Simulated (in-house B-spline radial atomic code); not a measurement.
Computed with a B-spline radial atomic code. Model: two electrons, singlet ground state, non-relativistic, full CI in B-splines with partial waves to l = 8 (at full coupling up to 3e-4 hartree above the limit, correlation up to 0.6 % small), density held at that of full coupling by Lieb maximisation.

W(λ) is the mean repulsion in the state of coupling λ less the Hartree energy of the fixed density. Its start is exact exchange, its initial slope is twice the second-order Görling-Levy correlation energy, and its area from 0 to 1 is E_xc. A straight curve means weak, dynamic correlation, and a curve that drops fast and flattens means strong correlation.

Command:
```bash
python run_ac.py task.json out
```
Settings (lengths in bohr, energies in hartree):
```
potential              gauss
strength               0.758
lmax                   8
second                 9.44
```

Time taken, with all properties: 59 s on 1 thread of Intel(R) Xeon(R) Processor @ 2.30GHz (shared host).

**W = mean repulsion less Hartree energy, and W of three functionals.**

Given: confinement Gaussian well; well depth 0.758 hartree; well width 9.44 bohr; external potential -V exp(-r^2/w^2).

Computed: LDA exchange minus exact 32.472 millihartree; SCAN exchange minus exact 0.42346 millihartree.

| coupling | W xc (hartree) | W xc minus exchange (millihartree) | kinetic minus Kohn-Sham (millihartree) | LDA (PW92) W minus its exchange (millihartree) | PBE W minus its exchange (millihartree) | SCAN W minus its exchange (millihartree) |
| --- | --- | --- | --- | --- | --- | --- |
| 0 | -0.22595 | 0 | 0 | 0 | 0 | 0 |
| 0.02 | -0.22794 | -1.989 | 0.02 | -8.5 | -3.23 | -1.85 |
| 0.05 | -0.23077 | -4.82 | 0.12 | -16.25 | -7.37 | -4.43 |
| 0.12 | -0.23674 | -10.786 | 0.62 | -28.64 | -15.29 | -9.83 |
| 0.25 | -0.24585 | -19.893 | 2.28 | -43.8 | -26.42 | -18.18 |
| 0.4 | ? | ? | ? | ? | ? | ? |
| 0.6 | -0.26206 | -36.113 | 8.9 | -67.28 | -45.65 | -33.99 |
| 0.8 | ? | ? | ? | ? | ? | ? |
| 1 | -0.27277 | -46.818 | 17.28 | -82.52 | -58.99 | -45.43 |
| 1.4 | -0.27954 | -53.592 | 25.32 | -92.57 | -68.04 | -53.1 |
| 2 | -0.28614 | -60.188 | 36.38 | -102.89 | -77.48 | -60.78 |
| 3 | -0.29275 | -66.802 | 52.61 | -113.92 | -87.71 | -68.34 |
| 4.5 | -0.29843 | -72.473 | 73.48 | -124.01 | -97.17 | -74.34 |
| 7 | -0.30363 | -77.673 | 102.7 | -133.82 | -106.44 | -79.1 |

Problem. What belongs in the row 0.4?

Solution. W xc (hartree): -0.25396; W xc minus exchange (millihartree): -28.011; kinetic minus Kohn-Sham (millihartree): 4.89; LDA (PW92) W minus its exchange (millihartree): -55.8; PBE W minus its exchange (millihartree): -36.01; SCAN W minus its exchange (millihartree): -25.9.

Problem. What belongs in the row 0.8?

Solution. W xc (hartree): -0.2681; W xc minus exchange (millihartree): -42.149; kinetic minus Kohn-Sham (millihartree): 13.1; LDA (PW92) W minus its exchange (millihartree): -75.82; PBE W minus its exchange (millihartree): -53.06; SCAN W minus its exchange (millihartree): -40.33.

Problem. What is the PBE exchange minus exact?

Solution. 9.5018 millihartree.

**Energy parts, natural occupations and partial-wave weights.**

Computed: total energy -0.9289 hartree; kinetic part of the DFT correlation energy 0.017282 hartree; initial slope twice GL2 -0.10146 hartree; kinetic part over minus potential part 0.36913; Hartree energy 0.4519 hartree; Kohn-Sham kinetic 0.1221 hartree; Lieb Oxford ratio E_xc over LDA exchange 1.3205.

```tsv
natural	occupation of the shell (electrons)
s	1.8406
p	0.14878
s	?
d	0.0010126
p	0.00032072
f	0.00011178
```

Problem. What belongs in the row s?

Solution. occupation of the shell (electrons): 0.009026.

```csv
wave,weight
s,0.92483
p,0.074559
d,?
f,6.1678e-05
g,1.3295e-05
```

Problem. What belongs in the row d?

Solution. weight: 0.00052833.

Problem. What is the exchange energy?

Solution. -0.22595 hartree.

Problem. What is the correlation energy?

Solution. -0.029536 hartree.

Half-way to full coupling W has made 68 % of its drop, against 50 % for a straight line, and second-order (GL2) theory, half the initial slope, overshoots the correlation energy by about 72 %: correlation is strong. Over couplings 0 to 1 the errors in E_xc come to about +5.2 millihartree for LDA, +1.3 millihartree for PBE, +2.1 millihartree for SCAN, so PBE is nearest. In LDA and PBE the errors of exchange and correlation have opposite signs, so the sum is smaller than the larger of the two.
